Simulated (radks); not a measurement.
Task: All-electron atom: Mn2+ in [Ar] 3d5 (the NIST ground configuration). All-electron calculation, non-relativistic Kohn-Sham, PBE, spin-polarised, spherical densities, point nucleus; open shells are filled with parallel spins first. Program: a radial shooting solver on a logarithmic mesh with Libxc functionals. Some entries of the table are withheld. Estimate them.

| orbital | occ. | eigenvalue (eV) | <r> (bohr) | r(max) (bohr) |
|---|---|---|---|---|
| 1s down | 1 | -6390.842 | 0.06156 | 0.04053 |
| 1s up | 1 | -6390.819 | 0.06156 | 0.04053 |
| 2s up | 1 | -750.2703 | 0.2827 | 0.2353 |
| 2s down | 1 | -748.0694 | 0.2821 | 0.2351 |
| 2p up | 3 | -645.3691 | 0.2485 | 0.1896 |
| 2p down | 3 | -643.7237 | 0.2479 | 0.1893 |
| 3s up | 1 | -103.5799 | 0.8600 | 0.7437 |
| 3s down | 1 | -98.2373 | 0.8631 | 0.7446 |
| 3p up | 3 | -73.6790 | 0.9060 | 0.7554 |
| 3p down | 3 | -68.4168 | 0.9123 | 0.7569 |
| 3d up | 5 | (1) | 1.125 | 0.7570 |
| 3d down | 0 | (2) | 1.185 | 0.7680 |
| 4s up | 0 | -19.8430 | 2.579 | 2.255 |
| 4p up | 0 | (3) | (4) | 2.653 |

Result: 
(1) 3d up eigenvalue (eV): -26.0380
(2) 3d down eigenvalue (eV): -21.1694
(3) 4p up eigenvalue (eV): -14.3129
(4) 4p up <r> (bohr): 3.040
